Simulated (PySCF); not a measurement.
Species: C6H16N2Si.
SMILES with atom numbers: `[CH3:1][CH2:2][CH2:3][Si@:4]1([NH2:5])[CH2:6][CH2:7][N:8]1[CH3:9]`

NICS = −σ at a ghost point: NICS(0) at the centroid of the ring atoms, NICS(1) 1 Å to either side along the normal of their mean plane, zz for the tensor component along that normal. Level: GIAO PBE0/pcSseg-1 (PySCF, non-relativistic, gas phase) on the GFN2-xTB geometry, one conformer.

Ring bond lengths (Å), with Mayer bond orders in brackets: Si4–C6 1.916 (0.84), C6–C7 1.529 (1.02), C7–N8 1.450 (0.96), N8–Si4 1.722 (0.98).

**Question.** Give the NICS values of each ring in ppm.

**Answer.** 
```tsv
ring	type	NICS(0)	NICS(1), two faces	NICS(1)zz, two faces	rms pucker (Å)	centre to ring atoms, mean (Å)
Si4–C6–C7–N8	4-membered ring with N and Si; formal bonds all single	-6.6	-2.3 / -1.9	0.2 / 0.3	0.00	1.17
```

**Question.** What do they say, and how far can they be read as aromaticity?

**Answer.** 
- Si4–C6–C7–N8: mean NICS(1)zz 0.3 ppm, near zero. Si4, C6, C7 have four or more neighbours, so the value isn't read as a sign of a π ring current.

**Question.** What is the mean of the two in-plane components of NICS at the second NICS(1) probe listed for ring Si4–C6–C7–N8, 1 Å off the ring?

**Answer.** The isotropic value is a third of the trace: (3 × -1.9 − (0.3))/2 = -3.0 ppm.

**Question.** Give the inner angles of the rings and the Hirshfeld charges of the ring atoms.

**Answer.** 
- Si4–C6–C7–N8: Si4 75.9° (+0.439 e), C6 88.0° (-0.182 e), C7 97.6° (-0.033 e), N8 98.5° (-0.181 e); sum 360.0° against 360° for a flat convex ring.

Shape of the structure used: `[CH3:1][CH2:2][CH2:3][Si@:4]1([NH2:5])[CH2:6][CH2:7][N:8]1[CH3:9]`: C1–C2–C3–Si4 -57°, C2–C3–Si4–N5 -33°, H–N5–Si4–C3 -24°, H–N5–Si4–C3 -170°.
